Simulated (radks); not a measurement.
Effect of the nuclear size on the erbium ion Er3+, [Xe] 4f11. Method: Dirac Kohn-Sham, relativistic LDA (MacDonald-Vosko exchange, VWN5 correlation), spin-unpolarised, spherical densities, finite nucleus; open shells fill j = l - 1/2 first; Fermi nuclear charge, rms radius 5.2516 fm; computed with a radial shooting solver on a logarithmic mesh with Libxc functionals. The rms radius is varied about that value; shifts are against it.

\begin{tabular}{lrrrrrrrrr}
rms radius (fm) & total energy shift (eV) & density at nucleus (e/bohr^3) & 1s1/2 shift (meV) & 2s1/2 shift (meV) & 4p1/2 shift (meV) & 5s1/2 shift (meV) & 5p1/2 shift (meV) & 4f7/2 shift (meV) & 6s1/2 (empty) shift (meV) \\ \hline
4.5846 & -7.55 & 8.953e+05 & -3070 & -410 & 0.178 & -3.51 & 0.111 & 0.442 & -0.631 \\
4.947 & -3.54 & 8.759e+05 & -1440 & -192 & 0.083 & -1.65 & 0.052 & 0.207 & -0.296 \\
5.2516 & 0 & 8.609e+05 & 0.000 & 0.000 & 0.000 & 0.000 & 0.000 & 0.000 & 0.000 \\
5.5089 & 3.10 & 8.491e+05 & 1260 & 169 & -0.073 & 1.44 & -0.045 & -0.182 & 0.260 \\
6.5487 & 16.7 & 8.075e+05 & 6800 & 909 & -0.387 & 7.77 & -0.244 & -0.978 & 1.40 \\
\end{tabular}

Slopes of the eigenvalues against <r^2> in GHz/fm^2, as finite differences over the two radii next to the reference (eigenvalue slopes, not the field-shift constants of lines): 1s1/2 111000, 2s1/2 14900, 4p1/2 -6.41, 5s1/2 127, 5p1/2 -4.01, 4f7/2 -16.0, 6s1/2 (empty) 22.9.
